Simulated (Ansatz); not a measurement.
Reaction (hydrogenolysis of a B–S bond): `C=CB(S)Cl` + H₂ → `C=CBCl` + H₂S

Program: Ansatz. Geometries: PBE0-D4/def2-TZVP. ΔE: electronic, gas phase. CBS: MP2 limit from def2 TZ/QZ plus the TZ coupled-cluster correction, frozen cores. This one scheme is used for every species. Functionals use def2-TZVPP. One conformer a species, not always the lowest.

Problem. Is it downhill or uphill in electronic energy at CCSD(T)/CBS, and by how much? (Estimate.)

Solution. Computed: Uphill: ΔE = +0.59 eV.

Problem. What do these levels give: B2PLYP, PBE, r2SCAN, PBE0, MP2/def2-TZVPP, CCSD(T)/def2-TZVPP? (Best estimate.)

Solution. Ansatz gave: B2PLYP 0.52, PBE 0.61, r2SCAN 0.65, PBE0 0.56, MP2/def2-TZVPP 0.67, CCSD(T)/def2-TZVPP 0.56 eV.

Largest T1 diagnostic among the species: 0.013.

In def2-TZVPP, CCSD(T) changes the Hartree–Fock value by +0.33 eV (the triples alone add +0.08 eV) and MP2 by +0.45 eV. The D4 term adds +0.13 eV with B3LYP and +0.07 eV with PBE0; it sums over pairs of atoms, weighted by their polarisabilities, and B3LYP, whose exchange is more repulsive, gets the larger term.

B3LYP here is the variant with VWN-RPA as its local correlation; programs differ in this.
